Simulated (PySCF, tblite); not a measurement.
Isomers of C6H11NOSi. All values are computed: GFN2-xTB (tblite) harmonic vibrations without scaling, gas phase. Against measured fundamentals such values can be off by several per cent, at times by over 20. Modes of hydrogen on silicon can be 10 to 20 % off. One conformer each.

Electronic energies: PBE0/pcSseg-1 single points on the GFN2-xTB geometries (PySCF, gas phase).

| SMILES | electronic energy, lowest = 0 (kcal/mol) |
| --- | --- |
| CCCO[SiH2]/C=C/C#N | 18.6 |
| C=CCC[C@@H](C#N)O[SiH3] | 33.7 |
| CO[C@@H]1C[C@@H](C#N)C[SiH2]1 | 32.7 |
| C=C(C)C[C@H](C#N)O[SiH3] | 31.1 |
| N#CC[C@@H]1CC[SiH2]OC1 | 0.0 |
| C=CNC(=O)[C@H]1CC[SiH2]1 | 22.3 |

Question: How do GFN2-xTB zero-point energies change the relative energies?

Answer: 
```tsv
SMILES	ZPE (kcal/mol)	of it from modes above 1550 cm⁻¹	electronic (kcal/mol)	with ZPE, lowest = 0 (kcal/mol)	lowest mode (cm⁻¹)	rings
N#CC[C@@H]1CC[SiH2]OC1	99.5	47.9	0.0	0.0	67	1
CCCO[SiH2]/C=C/C#N	96.7	50.7	18.6	15.8	26	0
C=CNC(=O)[C@H]1CC[SiH2]1	97.5	51.1	22.3	20.3	32	1
C=C(C)C[C@H](C#N)O[SiH3]	95.1	50.2	31.1	26.7	24	0
CO[C@@H]1C[C@@H](C#N)C[SiH2]1	97.9	48.0	32.7	31.1	56	1
C=CCC[C@@H](C#N)O[SiH3]	95.2	50.1	33.7	29.4	30	0
```

The zero-point energies span 4.4 kcal/mol, from `C=C(C)C[C@H](C#N)O[SiH3]` to `N#CC[C@@H]1CC[SiH2]OC1`. The lowest isomer stays, but the order above it changes.

Question: And how do the electronic energies of GFN2-xTB itself compare?

Answer: `N#CC[C@@H]1CC[SiH2]OC1` 0.0; `CCCO[SiH2]/C=C/C#N` 27.5; `C=CNC(=O)[C@H]1CC[SiH2]1` 35.9; `C=C(C)C[C@H](C#N)O[SiH3]` 20.6; `CO[C@@H]1C[C@@H](C#N)C[SiH2]1` 43.8; `C=CCC[C@@H](C#N)O[SiH3]` 25.2 kcal/mol, lowest = 0. Against the energies above, taken from the same isomer `N#CC[C@@H]1CC[SiH2]OC1`, the largest difference is 13.6 kcal/mol.

Question: What do entropy and thermal enthalpy add at 298.15 K and 1 bar (rigid rotor, harmonic oscillator, one conformer each)?

Answer: 
| SMILES | point group | symmetry number | S (cal/(mol K)) | H − H(0) (kcal/mol) | ZPE + H − H(0) − TS (kcal/mol) |
| --- | --- | --- | --- | --- | --- |
| N#CC[C@@H]1CC[SiH2]OC1 | C1 | 1 | 96.4 | 6.70 | 77.4 |
| CCCO[SiH2]/C=C/C#N | Cs | 1 | 113.1 | 8.25 | 71.3 |
| C=CNC(=O)[C@H]1CC[SiH2]1 | C1 | 1 | 102.4 | 7.27 | 74.2 |
| CO[C@@H]1C[C@@H](C#N)C[SiH2]1 | C1 | 1 | 100.2 | 7.17 | 75.2 |
| C=CCC[C@@H](C#N)O[SiH3] | C1 | 1 | 110.4 | 8.05 | 70.3 |

Not tabulated: `C=C(C)C[C@H](C#N)O[SiH3]` (lowest mode only 24 cm⁻¹).
